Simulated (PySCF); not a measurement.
HF$_{2}$GaS (SMILES [F][Ga]([F])[SH]), singlet, geometry from GFN2-xTB (such geometries of metal compounds can be far from the true shape), with bond 3-1 at 2.4 times its length; CASSCF(4,6)/STO-3G (PySCF).

Input for PySCF:
```python
from pyscf import gto, scf, mcscf
import numpy

mol = gto.Mole()
mol.atom = '''
    Ga   -0.23889782    0.16312477   -0.11197198
    F    -1.85751168   -0.10344349   -0.72164567
    F     0.85822827    4.24903909   -0.12282538
    S     1.25336206   -1.28928010    0.63452646
    H     2.10550209   -0.28769633    0.86196718
'''
mol.basis = 'sto-3g'
mol.verbose = 4
mol.build()

mf = scf.RHF(mol)
mf.kernel()
mc = mcscf.CASSCF(mf, 6, 4)
mc.fix_spin_(ss=0.0)
mc.kernel()
occ = numpy.linalg.eigvalsh(mc.fcisolver.make_rdm1(mc.ci, mc.ncas, mc.nelecas))[::-1]
ss = mc.fcisolver.spin_square(mc.ci, mc.ncas, mc.nelecas)[0]
print('natural occupations', occ.round(4), ' <S^2>', round(ss, 4))
```

It wrote (shortened):

```
PySCF version 2.14.0

[INPUT] verbose = 4
[INPUT] num. atoms = 5
[INPUT] num. electrons = 66
[INPUT] charge = 0
[INPUT] spin (= nelec alpha-beta = 2S) = 0
[INPUT] symmetry False subgroup None
[INPUT] Mole.unit = angstrom
[INPUT] Symbol           X                Y                Z      unit          X                Y                Z       unit  Magmom
[...]
nuclear repulsion = 295.818401799431
number of shells = 20
number of NR pGTOs = 114
number of NR cGTOs = 38
basis = sto-3g
ecp = {}

******** <class 'pyscf.scf.hf.RHF'> ********
method = RHF
initial guess = minao
damping factor = 0
level_shift factor = 0
DIIS = <class 'pyscf.scf.diis.CDIIS'>
diis_start_cycle = 1
diis_space = 8
diis_damp = 0
SCF conv_tol = 1e-09
SCF conv_tol_grad = None
SCF max_cycles = 50
direct_scf = True
direct_scf_tol = 1e-13
Set gradient conv threshold to 3.16228e-05
Initial guess from minao.
init E= -2487.39200191294
[...]
cycle= 1 E= -2490.07591410756  delta_E= -2.68  |g|= 0.469  |ddm|= 2.55
[...]
cycle= 2 E= -2478.01198243656  delta_E= 12.1  |g|= 1.95  |ddm|= 6.73

WARN: HOMO 0.0367075450209973 == LUMO 0.0367429508840119

cycle= 3 E= -2489.92217553978  delta_E= -11.9  |g|= 0.32  |ddm|= 5.72
[...]
cycle= 4 E= -2490.17342984953  delta_E= -0.251  |g|= 0.361  |ddm|= 3.23
[...]
cycle= 5 E= -2489.9641876984  delta_E= 0.209  |g|= 0.185  |ddm|= 3.11
[...]
cycle= 6 E= -2490.17044507337  delta_E= -0.206  |g|= 0.34  |ddm|=  3.1
[...]
cycle= 7 E= -2490.17445151345  delta_E= -0.00401  |g|= 0.325  |ddm|= 0.0277
[...]
cycle= 8 E= -2490.21412814868  delta_E= -0.0397  |g|= 0.154  |ddm|= 0.399
[...]
cycle= 9 E= -2489.95843104654  delta_E= 0.256  |g|= 0.215  |ddm|= 3.11
[...]
cycle= 10 E= -2489.95700787411  delta_E= 0.00142  |g|= 0.221  |ddm|= 0.0398
[...]
cycle= 11 E= -2489.95717142739  delta_E= -0.000164  |g|= 0.22  |ddm|= 0.00783
[...]
cycle= 12 E= -2489.95771152345  delta_E= -0.00054  |g|= 0.219  |ddm|= 0.00927
[...]
cycle= 13 E= -2489.95895303984  delta_E= -0.00124  |g|= 0.216  |ddm|= 0.0228
[...]
cycle= 14 E= -2489.95826596429  delta_E= 0.000687  |g|= 0.217  |ddm|= 0.0099
[...]
cycle= 15 E= -2489.95911818793  delta_E= -0.000852  |g|= 0.216  |ddm|= 0.0175
[...]
cycle= 16 E= -2490.20541929343  delta_E= -0.246  |g|= 0.197  |ddm|= 3.11
[...]
cycle= 17 E= -2490.19613922748  delta_E= 0.00928  |g|= 0.239  |ddm|= 0.0986
[...]
cycle= 18 E= -2489.95137546727  delta_E= 0.245  |g|= 0.236  |ddm|= 3.12
[...]
cycle= 19 E= -2489.95108363887  delta_E= 0.000292  |g|= 0.236  |ddm|= 0.0226
[...]
cycle= 20 E= -2489.95105273307  delta_E= 3.09e-05  |g|= 0.238  |ddm|= 0.0276
[...]
cycle= 21 E= -2489.95098122117  delta_E= 7.15e-05  |g|= 0.238  |ddm|= 0.066
[...]
cycle= 22 E= -2489.95200707462  delta_E= -0.00103  |g|= 0.235  |ddm|= 0.0202
[...]
cycle= 23 E= -2489.95354547924  delta_E= -0.00154  |g|= 0.231  |ddm|= 0.028
[...]
cycle= 24 E= -2489.95050075672  delta_E= 0.00304  |g|= 0.239  |ddm|= 0.0558
[...]
cycle= 25 E= -2490.19733067369  delta_E= -0.247  |g|= 0.233  |ddm|= 3.12
[...]
cycle= 26 E= -2490.19784925069  delta_E= -0.000519  |g|= 0.23  |ddm|= 0.0184
[...]
cycle= 27 E= -2490.18368320214  delta_E= 0.0142  |g|= 0.293  |ddm|=  0.2
[...]
cycle= 28 E= -2490.20767164917  delta_E= -0.024  |g|= 0.192  |ddm|= 0.337
[...]
cycle= 29 E= -2490.21041957647  delta_E= -0.00275  |g|= 0.178  |ddm|= 0.0822
[...]
cycle= 30 E= -2490.20939932872  delta_E= 0.00102  |g|= 0.186  |ddm|= 0.125
[...]
cycle= 31 E= -2490.20748835501  delta_E= 0.00191  |g|= 0.195  |ddm|= 0.072
[...]
cycle= 32 E= -2490.2105600821  delta_E= -0.00307  |g|= 0.183  |ddm|= 0.102
[...]
cycle= 33 E= -2477.56797910638  delta_E= 12.6  |g|= 0.662  |ddm|= 6.36

WARN: HOMO 0.0758293471102486 == LUMO 0.0765808275548961

cycle= 34 E= -2485.82121197242  delta_E= -8.25  |g|= 0.475  |ddm|= 4.53
[...]
cycle= 35 E= -2490.22403819323  delta_E= -4.4  |g|= 0.109  |ddm|= 4.47
[...]
cycle= 36 E= -2490.23064093428  delta_E= -0.0066  |g|= 0.115  |ddm|= 0.141
[...]
cycle= 37 E= -2489.95837165325  delta_E= 0.272  |g|= 0.276  |ddm|=  3.1
[...]
[...]
SCF not converged.
CASCI E = -2490.65198837116  S^2 = 0.0000000
[...]
               |grad[o]|=0.000826  |grad[c]|=0.000807  |ddm|=0.000542  |maxRot[o]|=0.0699
macro iter  12 (  7 JK    2 micro), CASSCF E = -2490.75239550833  dE = -9.42470069e-06  S^2 = 0.0000000
               |grad[o]|=0.00076  |grad[c]|=0.0035  |ddm|=0.00108  |maxRot[o]|=0.0699
macro iter  13 (  7 JK    2 micro), CASSCF E = -2490.75241239067  dE = -1.68823422e-05  S^2 = 0.0000000
               |grad[o]|=0.000707  |grad[c]|=0.00745  |ddm|=0.00144  |maxRot[o]|=0.0699
macro iter  14 (  7 JK    2 micro), CASSCF E = -2490.75244424698  dE = -3.18563029e-05  S^2 = 0.0000000
               |grad[o]|=0.000686  |grad[c]|=0.0117  |ddm|=0.00188  |maxRot[o]|=0.0672
macro iter  15 (  7 JK    2 micro), CASSCF E = -2490.75250486099  dE = -6.06140125e-05  S^2 = 0.0000000
               |grad[o]|=0.000731  |grad[c]|=0.0103  |ddm|=0.0016  |maxRot[o]|=0.0699
macro iter  16 (  7 JK    2 micro), CASSCF E = -2490.75261380037  dE = -1.08939382e-04  S^2 = 0.0000000
               |grad[o]|=0.000866  |grad[c]|=0.00698  |ddm|=0.00105  |maxRot[o]|=0.0699
macro iter  17 (  7 JK    2 micro), CASSCF E = -2490.75283039574  dE = -2.16595370e-04  S^2 = 0.0000000
               |grad[o]|=0.00128  |grad[c]|=0.00275  |ddm|=0.000722  |maxRot[o]|=0.0699
macro iter  18 ( 12 JK    3 micro), CASSCF E = -2490.75351025717  dE = -6.79861430e-04  S^2 = 0.0000000
               |grad[o]|=0.00188  |grad[c]|=0.0018  |ddm|=0.0107  |maxRot[o]|=0.109
macro iter  19 ( 21 JK    4 micro), CASSCF E = -2490.75988252152  dE = -6.37226435e-03  S^2 = 0.0000000
               |grad[o]|=0.00402  |grad[c]|=0.0197  |ddm|=0.0678  |maxRot[o]|=0.267
macro iter  20 ( 21 JK    4 micro), CASSCF E = -2490.76565147006  dE = -5.76894854e-03  S^2 = 0.0000000
               |grad[o]|=0.0159  |grad[c]|=0.0259  |ddm|=0.0309  |maxRot[o]|= 0.18
macro iter  21 ( 21 JK    4 micro), CASSCF E = -2490.76970436892  dE = -4.05289886e-03  S^2 = 0.0000000
               |grad[o]|=0.0142  |grad[c]|=0.0409  |ddm|=0.016  |maxRot[o]|= 0.12
macro iter  22 ( 21 JK    4 micro), CASSCF E = -2490.77206475549  dE = -2.36038657e-03  S^2 = 0.0000000
               |grad[o]|=0.0133  |grad[c]|=0.0122  |ddm|=0.0134  |maxRot[o]|=0.134
macro iter  23 ( 21 JK    4 micro), CASSCF E = -2490.77299935499  dE = -9.34599491e-04  S^2 = 0.0000000
               |grad[o]|=0.00767  |grad[c]|=0.00503  |ddm|=0.0103  |maxRot[o]|=0.0565
macro iter  24 ( 21 JK    4 micro), CASSCF E = -2490.77316001402  dE = -1.60659034e-04  S^2 = 0.0000000
               |grad[o]|=0.0036  |grad[c]|=0.00127  |ddm|=0.00481  |maxRot[o]|=0.0276
macro iter  25 ( 21 JK    4 micro), CASSCF E = -2490.77317503139  dE = -1.50173678e-05  S^2 = 0.0000000
               |grad[o]|=0.00083  |grad[c]|=0.000583  |ddm|=0.00251  |maxRot[o]|=0.0698
macro iter  26 ( 21 JK    4 micro), CASSCF E = -2490.77318352192  dE = -8.49052913e-06  S^2 = 0.0000000
               |grad[o]|=0.000528  |grad[c]|=0.000242  |ddm|=0.00165  |maxRot[o]|=0.119
macro iter  27 ( 11 JK    2 micro), CASSCF E = -2490.77318505827  dE = -1.53635438e-06  S^2 = 0.0000000
               |grad[o]|=0.000284  |grad[c]|=0.000121  |ddm|=0.000765  |maxRot[o]|=0.0307
macro iter  28 ( 17 JK    3 micro), CASSCF E = -2490.77318609578  dE = -1.03751017e-06  S^2 = 0.0000000
               |grad[o]|=0.000276  |grad[c]|=9.33e-05  |ddm|=0.00014  |maxRot[o]|=0.0907
macro iter  29 (  8 JK    1 micro), CASSCF E = -2490.77318613464  dE = -3.88599801e-08  S^2 = 0.0000000
               |grad[o]|=7.39e-05  |grad[c]|=5.22e-05  |ddm|=2.36e-05  |maxRot[o]|=0.00166
1-step CASSCF converged in  29 macro (410 JK  86 micro) steps
CASSCF canonicalization
Density matrix diagonal elements [1.00446745e+00 1.09741338e+00 1.84880331e+00 1.24597209e-04
 3.44623872e-02 1.47288752e-02]
CASSCF energy = -2490.77318613464
CASCI E = -2490.77318613464  E(CI) = -4.35443685257451  S^2 = 0.0000000
natural occupations [1.9560e+00 1.0027e+00 9.9720e-01 4.4000e-02 1.0000e-04 0.0000e+00]  <S^2> 0.0
```

Convergence was not reached.
